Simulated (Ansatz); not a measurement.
**Question.** Predict a relaxed structure of the cluster Ag7Se⁺ (the lowest singlet isomer of a short search), charge 1, singlet, at PBE0-D4/def2-SVP (Ansatz).

**Answer.** 
Cartesian coordinates in Å:
```
Ag 0.150 0.400 -1.535
Ag 0.643 1.143 1.171
Ag 2.778 -1.084 0.215
Ag -2.010 0.741 -0.007
Ag -2.030 -1.434 -1.828
Ag -0.393 3.018 -0.507
Ag -0.395 -1.681 0.333
Se 1.257 -1.103 2.157
```
Point group Cs (tolerance 0.1 Å). This is one stationary point.

In the def2 sets Ag takes a core potential; there is no spin–orbit coupling. The relaxation made no stability test and no search for a lower SCF solution. No other spin state of charge 1 was run. The structure comes from a short search, and lower isomers may exist.
